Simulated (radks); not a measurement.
The sulfur anion S-, [Ne] 3s2 3p5, held by a Watson sphere: a shell of charge +1 at radius R that stands for the Madelung well of a crystal (potential energy -1/R inside, -1/r outside, in hartree with lengths in bohr). Calculated with a radial shooting solver on a logarithmic mesh with Libxc functionals: non-relativistic Kohn-Sham, LDA (Slater exchange, Perdew-Wang correlation), spin-unpolarised, spherical densities, point nucleus. Response by self-consistent Sternheimer equations with the Hartree and adiabatic LDA kernel. The sphere does not respond.

\begin{tabular}{lrrrrrrr}
R (bohr) & e(2p) (eV) & e(3s) (eV) & e(3p) (eV) & <r> 3p (bohr) & sum of <r^2> (bohr^2) & X-ray form factor at sin(theta)/lambda = 0.1 1/angstrom & alpha (bohr^3) \\ \hline
1.94 & -154.95 & -17.893 & -7.916 & 2.060 & 34.26 & 14.873 & 22.19 \\
2.11 & -154.86 & -17.599 & -7.726 & 2.086 & 35.05 & 14.835 & 23.48 \\
3.63 & -153.84 & -15.372 & -5.832 & 2.258 & 40.55 & 14.608 & 38.42 \\
3.87 & -153.63 & -15.096 & -5.562 & 2.275 & 41.15 & 14.589 & 41.00 \\
4.27 & -153.29 & -14.675 & -5.145 & 2.297 & 42.00 & 14.563 & 45.25 \\
4.49 & -153.11 & -14.462 & -4.932 & 2.308 & 42.41 & 14.552 & 47.53 \\
\end{tabular}
